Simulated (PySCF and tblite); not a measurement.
Values are calculated unless marked as measured or tabulated.
tetrahydropyran-4-one, C₅H₈O₂, numbered as in [O:1]=[C:2]1[CH2:3][CH2:4][O:5][CH2:6][CH2:7]1.

Geometries PBE0-D3(BJ)/def2-SVP; weights from PBE0-D3(BJ)/def2-TZVP (IEF-PCM, chloroform) energies and GFN2-xTB thermal corrections, with symmetry numbers and mirror pairs. Conformers within 3 kcal/mol (GFN2-xTB free energy) were kept, 8 at most. Codes: tblite and PySCF.

The 6-ring runs over atoms 2–3–4–5–6–7. Of a mirror pair one member is shown.

| conformer | shape | symmetry | dipole D |
| --- | --- | --- | --- |
| 1 | 6-ring twist-boat (ring torsions 58, -28, -29, 58, -26, -27°) | C2 (pair) | 1.97 |
| 2 | 6-ring chair | Cs | 2.34 |

**Question.** Which of these conformers is the most populated at 298.15 K, and with what share?

**Answer.** Conformer 2, about 100 %.

**Question.** Give the DFT energies and free energies relative to the lowest, and all weights.

**Answer.** 
```tsv
conformer	shape	E(DFT) kcal/mol	G(298.15 K) kcal/mol	weight %
1	6-ring twist-boat (ring torsions 58, -28, -29, 58, -26, -27°)	4.36	3.70	0.2
2	6-ring chair	0.00	0.00	99.8
```

**Question.** How does its share change from 250 K to 373.15 K?

**Answer.** From 100 % to 99 %; the mixing entropy goes from 0.01 to 0.10 cal/(mol K).
